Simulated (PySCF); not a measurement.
**Ionisation energy of W⁺ by level of theory**

W⁺ [Xe] 4f14 5d4 6s1 (6D) → W²⁺ [Xe] 4f14 5d4 (5D), as a difference of total energies. Computed with PySCF 2.14 in x2c-TZVPPall (11s7p7d3f1g, 97 functions), with the spin-free X2C one-electron Hamiltonian (Gaussian nucleus). Correlated levels: valence: [Xe] 4f14 frozen. The calculations carry no spin-orbit coupling.

| method | ionisation energy (eV) |
| --- | --- |
| UHF | 15.042 |
| MP2 (valence) | 15.520 |
| SCS-MP2 (valence) | 15.218 |
| CCSD (valence) | 15.572 |
| CCSD(T) (valence) | 15.590 |

How much does correlation contribute at CCSD(T) (valence)?

15.590 − (15.042) = 0.548 eV, measured against UHF.

A first-order spin-orbit estimate (lowest level to lowest level, LS coupling) adds -0.067 eV.

Errors of the correlated levels include the incompleteness of this basis and the frozen core.

For comparison: 16.37 ± 0.15 eV (semi-empirical (NIST evaluation); NIST Atomic Spectra Database, ionization energies).
